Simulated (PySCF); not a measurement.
Two-component Hartree-Fock for Os (osmium, neutral)

Start: [Xe] 4f14 5d6 6s1 6p1; 5d3/2 filled at m_j = +3/2; 5d5/2 filled at m_j = -3/2, -1/2, +1/2, +3/2, +5/2; 6s1/2 filled at m_j = +1/2; 6p3/2 filled at m_j = +3/2. Calculated with PySCF 2.14 in x2c-TZVPall-2c (11s11p10d2f, 108 functions): generalised Hartree-Fock with the X2C-1e Hamiltonian and a Gaussian nucleus; spin-orbit coupling (SO) screened by Boettger's factors. This is a chosen level, not necessarily the ground level.

```json
{"spinor shell": "1s1/2", "electrons": "2", "ε, screened SO (eV)": "-74255.9", "weight of nominal j (screened SO)": "1.000", "rms radius, screened SO (bohr)": "0.0201"}
{"spinor shell": "2s1/2", "electrons": "2", "ε, screened SO (eV)": "-13076.2", "weight of nominal j (screened SO)": "1.000", "rms radius, screened SO (bohr)": "0.0809"}
{"spinor shell": "2p1/2", "electrons": "2", "ε, screened SO (eV)": "-12497.1", "weight of nominal j (screened SO)": "1.000", "rms radius, screened SO (bohr)": "0.0687"}
{"spinor shell": "2p3/2", "electrons": "4", "ε, screened SO (eV)": "-10960.2", "weight of nominal j (screened SO)": "1.000", "rms radius, screened SO (bohr)": "0.0764"}
{"spinor shell": "3s1/2", "electrons": "2", "ε, screened SO (eV)": "-3108.2", "weight of nominal j (screened SO)": "1.000", "rms radius, screened SO (bohr)": "0.207"}
{"spinor shell": "3p1/2", "electrons": "2", "ε, screened SO (eV)": "-2849.8", "weight of nominal j (screened SO)": "1.000", "rms radius, screened SO (bohr)": "0.198"}
{"spinor shell": "3p3/2", "electrons": "4", "ε, screened SO (eV)": "-2509.2", "weight of nominal j (screened SO)": "1.000", "rms radius, screened SO (bohr)": "0.214"}
{"spinor shell": "3d3/2", "electrons": "4", "ε, screened SO (eV)": "-2081.6", "weight of nominal j (screened SO)": "1.000", "rms radius, screened SO (bohr)": "0.188"}
{"spinor shell": "3d5/2", "electrons": "6", "ε, screened SO (eV)": "-2008.2", "weight of nominal j (screened SO)": "1.000", "rms radius, screened SO (bohr)": "0.193"}
{"spinor shell": "4s1/2", "electrons": "2", "ε, screened SO (eV)": "-690.96", "weight of nominal j (screened SO)": "1.000", "rms radius, screened SO (bohr)": "0.459"}
{"spinor shell": "4p1/2", "electrons": "2", "ε, screened SO (eV)": "-581.39", "weight of nominal j (screened SO)": "1.000", "rms radius, screened SO (bohr)": "0.466"}
{"spinor shell": "4p3/2", "electrons": "4", "ε, screened SO (eV)": "-500.34", "weight of nominal j (screened SO)": "1.000", "rms radius, screened SO (bohr)": "0.499"}
{"spinor shell": "4d3/2", "electrons": "4", "ε, screened SO (eV)": "-320.24", "weight of nominal j (screened SO)": "0.999", "rms radius, screened SO (bohr)": "0.519"}
{"spinor shell": "4d5/2", "electrons": "6", "ε, screened SO (eV)": "-304.55", "weight of nominal j (screened SO)": "1.000", "rms radius, screened SO (bohr)": "0.531"}
{"spinor shell": "5s1/2", "electrons": "2", "ε, screened SO (eV)": "-109.32", "weight of nominal j (screened SO)": "1.000", "rms radius, screened SO (bohr)": "1.08"}
{"spinor shell": "5p1/2", "electrons": "2", "ε, screened SO (eV)": "-74.275", "weight of nominal j (screened SO)": "0.682", "rms radius, screened SO (bohr)": "1.06"}
{"spinor shell": "4f5/2", "electrons": "6", "ε, screened SO (eV)": "-73.978", "weight of nominal j (screened SO)": "0.893", "rms radius, screened SO (bohr)": "0.689"}
{"spinor shell": "5p3/2", "electrons": "4", "ε, screened SO (eV)": "-59.226", "weight of nominal j (screened SO)": "0.978", "rms radius, screened SO (bohr)": "1.28"}
{"spinor shell": "5d5/2", "electrons": "5", "ε, screened SO (eV)": "-14.592", "weight of nominal j (screened SO)": "0.500", "rms radius, screened SO (bohr)": "1.91"}
{"spinor shell": "6s1/2", "electrons": "1", "ε, screened SO (eV)": "-11.096", "weight of nominal j (screened SO)": "0.993", "rms radius, screened SO (bohr)": "3.20"}
{"spinor shell": "5d3/2", "electrons": "1", "ε, screened SO (eV)": "-10.775", "weight of nominal j (screened SO)": "0.681", "rms radius, screened SO (bohr)": "1.91"}
{"spinor shell": "6p3/2", "electrons": "1", "ε, screened SO (eV)": "-4.675", "weight of nominal j (screened SO)": "1.000", "rms radius, screened SO (bohr)": "4.44"}
```

Q: Where does 4f7/2 lie, and what is the 4f spin-orbit splitting (screened SO)?

A: At -71.015 eV, 2.963 eV above 4f5/2.

| quantity | screened SO |
| --- | --- |
| E (hartree) | -17263.66748 |
| M_J | 6 |
| ⟨J²⟩ | 42.029 |
| ⟨L²⟩ | 12.669 |
| ⟨S²⟩ | 11.775 |

Each row is a mean over spinors that exchange with the open shell spreads, by up to 7.747 eV (5p3/2).

Rows whose weight is well below 1 are mixtures of j = l ± 1/2: exchange outweighs spin-orbit coupling there, and the label is only the starting occupation.

Breit and QED terms are absent; they matter most for the inner s and p1/2 levels.

Densities and radii are taken from the X2C orbitals without a picture-change correction, which distorts them close to the nucleus.
